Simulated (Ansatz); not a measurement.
Reaction (formal exchange of groups at a B–Cl bond): `ClB(Cl)[SeH]` + CH₄ → `CB(Cl)[SeH]` + HCl

Program: Ansatz. Geometries: PBE0-D4/def2-TZVP. ΔE: electronic, gas phase. CBS: MP2 limit from def2 TZ/QZ plus the TZ coupled-cluster correction, frozen cores. This one scheme is used for every species. Functionals use def2-TZVPP. B3LYP here is the variant with VWN-RPA as its local correlation; programs differ in this. HSE06 is defined as in plane-wave codes. For Se outer-core shells are correlated without core-valence functions, which leaves a few kJ/mol of doubt a bond. Scalar relativity is left out up to krypton. One conformer a species, not always the lowest.

```
             level  ΔE (kJ/mol)  difference from CCSD(T)/CBS
       LDA (SPW92)         71.0                          1.0
            PBE-D4         75.1                          5.1
         revPBE-D4         75.4                          5.4
           BLYP-D4         76.6                          6.6
         r2SCAN-D4         76.0                          6.0
            B97M-V         75.7                          5.7
           PBE0-D4         72.3                          2.3
          B3LYP-D4         74.2                          4.2
        r2SCANh-D4         75.0                          5.0
        r2SCAN0-D4         73.5                          3.5
          BHLYP-D4         72.6                          2.6
      CAM-B3LYP-D4         71.0                          1.0
           ωB97X-V         71.0                          1.0
           ωB97M-V         71.5                          1.5
            B2PLYP         74.9                          4.9
          PBE-QIDH         72.8                          2.8
               PBE         75.4                          5.4
            revPBE         76.6                          6.6
            r2SCAN         76.4                          6.4
              PBE0         72.6                          2.6
             B3LYP         74.3                          4.3
           r2SCANh         75.3                          5.3
           r2SCAN0         73.8                          3.8
             HSE06         72.8                          2.8
             BHLYP         71.7                          1.7
         CAM-B3LYP         71.3                          1.3
           LC-ωPBE         69.4                         -0.6
RPA@PBE/def2-TZVPP         68.8                         -1.2
       HF/def2-SVP         76.4                          6.4
     CCSD/def2-SVP         80.8                         10.8
  CCSD(T)/def2-SVP         82.5                         12.5
     HF/def2-TZVPP         69.4                         -0.6
    MP2/def2-TZVPP         75.5                          5.5
   CCSD/def2-TZVPP         67.5                         -2.5
CCSD(T)/def2-TZVPP         69.5                         -0.5
     HF/def2-QZVPP         68.8                         -1.2
    MP2/def2-QZVPP         75.6                          5.6
SCS-MP2/def2-QZVPP         74.0                          4.0
      HF/CBS(def2)         68.7                         -1.3
     MP2/CBS(def2)         76.0                          6.0
       CCSD(T)/CBS         70.0                            0
```

Largest T1 diagnostic among the species: 0.011.

Leaving LDA and LC-ωPBE aside and taking each functional with its dispersion term where it has one, the values spread over 5.5 kJ/mol, from CAM-B3LYP-D4 to BLYP-D4. LDA lies −4.4 kJ/mol from PBE without D4. At CCSD(T), def2-SVP lies +12.5 kJ/mol from the extrapolated value and def2-TZVPP −0.5 kJ/mol. From BLYP to BHLYP (50 % exact exchange), in def2-TZVPP and without D4, ΔE moves by −5.1 kJ/mol.
